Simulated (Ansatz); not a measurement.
Reaction (SMILES): NB (BH2-NH2) → B atom + 4 H atom + N atom
B3LYP-D3(BJ)/def2-TZVP geometries, fixed; electronic energies without zero-point terms.

Effect of a fitting basis named in the input at wB97M-V/def2-TZVPP with Ansatz (a program for electronic structure), against the last row, where the atomisation energy is 506.23 kcal/mol. Open shells are unrestricted. The default fits or decomposes integrals by the program's own choice; accuracy: high also tightens integrals, grids and stops.

| setting | largest shift of a total energy (mEh) | shift of the atomisation energy (kcal/mol) |
|---|---|---|
| fitting: def2-SV(P)-JKFIT | -0.047 | 0.003 |
| fitting: def2-universal-JKFIT | -0.047 | 0.003 |
| fitting: cc-pVTZ-JKFIT | -0.024 | 0.005 |
| fitting: cc-pVQZ-JKFIT | -0.004 | -0.008 |
| fitting: cc-pV5Z-JKFIT | -0.004 | -0.008 |
| accuracy: high | -0.002 | -0.001 |
| accuracy: medium (default) | 0.000 | 0.000 |

Within 0.02 kcal/mol in the atomisation energy: fitting: def2-SV(P)-JKFIT; fitting: def2-universal-JKFIT; fitting: cc-pVTZ-JKFIT; fitting: cc-pVQZ-JKFIT; fitting: cc-pV5Z-JKFIT; accuracy: high. The largest shift is 0.047 mEh in a total energy and 0.008 kcal/mol in the difference.
